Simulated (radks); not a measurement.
All-electron atom: the rhenium ion Re10+ in [Kr] 4d10 4f14 5s2 5p3 (the NIST ground configuration).

All-electron calculation, non-relativistic Kohn-Sham, LB94 model potential, spin-polarised, spherical densities, point nucleus; open shells are filled with parallel spins first (spin-orbit coupling, left out, can overturn this in heavy ions); relativity is left out, which matters for an element this heavy. Program: a radial shooting solver on a logarithmic mesh with Libxc functionals.

Energy parts (eV):
| part | energy |
|---|---|
| kinetic | 429603.97 |
| electron-nucleus | -1011441.49 |
| Hartree | 161394.26 |
(The LB94 potential has no energy functional, so no total or exchange-correlation energy is given.)

Orbitals (lengths in bohr, moments of r in powers of bohr; <r^-3> diverges for s and p1/2):
orbital  occ.  eigenvalue (eV)  <r^-3>
1s up       1        -65931.90       -
1s down     1        -65931.90       -
2s up       1        -11034.93       -
2s down     1        -11034.73       -
2p up       3        -10598.66   14880
2p down     3        -10598.30   14880
3s up       1        -2675.194       -
3s down     1        -2674.952       -
3p up       3        -2470.245    3193
3p down     3        -2469.972    3193
3d up       5        -2086.903   565.4
3d down     5        -2086.680   565.4
4s up       1        -680.4931       -
4s down     1        -680.2240       -
4p up       3        -594.2577   726.1
4p down     3        -594.0590   724.3
4d up       5        -436.5691   112.5
4d down     5        -436.5296   112.1
5s up       1        -233.6574       -
5s down     1        -233.4684       -
4f down     7        -228.8974   22.86
4f up       7        -228.7628   22.95
5p up       3        -204.9871   145.0
5p down     0        -204.4556   149.6
5d up       0        -157.0114   18.69
5d down     0        -155.8340   19.41
6s up       0        -120.7714       -
6s down     0        -119.6339       -

The highest occupied level is 5p up at -204.99 eV. Summed over all electrons, <r^2> = 17.60 bohr^2, which gives a Langevin (diamagnetic) susceptibility term of -13.9 x 10^-6 cm^3/mol. The electron density at the nucleus is 3.023e+05 e/bohr^3. The density falls to 0.001 e/bohr^3 at r = 2.32 bohr. The spin density at the nucleus is -2.180 e/bohr^3 (1s -0.720, 2s 0.756, 3s 0.572, 4s 1.655, 5s -4.442).
